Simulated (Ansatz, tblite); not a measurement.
Spin states of CuPd2, each relaxed with PBE-D4/def2-TZVP in Ansatz. Electronic energies in the gas phase.

In the def2 sets Pd takes a core potential; there is no spin–orbit coupling. The xTB rows come from tblite. LC-ωPBE has ω = 0.4 bohr⁻¹. Correlated methods freeze 9 core orbitals; core or outer-core shells of Pd are correlated, in sets that lack core-valence functions. In CCSD on the charge 0 quartet the largest single amplitude is 0.43, so its Hartree–Fock determinant may place the open shell otherwise than the density functionals do. The structure comes from a short search, and lower isomers may exist.

Doublet geometry (C2v within 0.1 Å):

```tsv
atom	x (Å)	y (Å)	z (Å)
Pd1	0.6259	0.3656	-1.2430
Pd2	-1.3346	-0.5349	0.0576
Cu3	0.7086	0.1693	1.1854
```

Quartet geometry (C2v within 0.1 Å):

Cartesian coordinates in Å:
```
Pd 0.371 0.566 -1.244
Pd 0.285 -1.373 0.190
Cu -0.656 0.806 1.054
```

⟨S²⟩: doublet 0.77 at PBE0-D4/def2-TZVP (pure 0.75), quartet 3.77 at PBE0-D4/def2-TZVP (pure 3.75).

Run but left out: HF/STO-3G (doublet: ⟨S²⟩ 5.24, where a pure state has 0.75); HF/def2-TZVP, MP2/def2-TZVP (doublet: a determinant that CCSD turns far, T1 0.067).

Only these spin states were relaxed.

| level | quartet − doublet (kcal/mol) | lowest of these |
| --- | --- | --- |
| GFN1-xTB | 68.1 | doublet |
| GFN2-xTB | 67.8 | doublet |
| PBE-D4/def2-TZVP | 36.8 | doublet |
| r2SCAN-D4/def2-TZVP | 34.1 | doublet |
| BHLYP-D4/def2-TZVP | 37.5 | doublet |
| LC-ωPBE/def2-TZVP | 37.8 | doublet |

**Question.** Estimate the rows for r2SCANh-D4/def2-TZVP, PBE0-D4/def2-TZVP, CAM-B3LYP-D4/def2-TZVP, RPA@PBE/def2-TZVP, CCSD/def2-TZVP, CCSD(T)/def2-TZVP.

**Answer.** 
```tsv
level	quartet − doublet (kcal/mol)	lowest of these	remarks
r2SCANh-D4/def2-TZVP	37.5	doublet	–
PBE0-D4/def2-TZVP	43.1	doublet	–
CAM-B3LYP-D4/def2-TZVP	42.4	doublet	–
RPA@PBE/def2-TZVP	27.1	doublet	–
CCSD/def2-TZVP	36.4	doublet	large T1 (0.067) (doublet), large T1 (0.103) (quartet)
CCSD(T)/def2-TZVP	41.7	doublet	large T1 (0.067) (doublet), large T1 (0.103) (quartet)
```

The xTB methods have no term that favours high spin, so they put low spin too low.
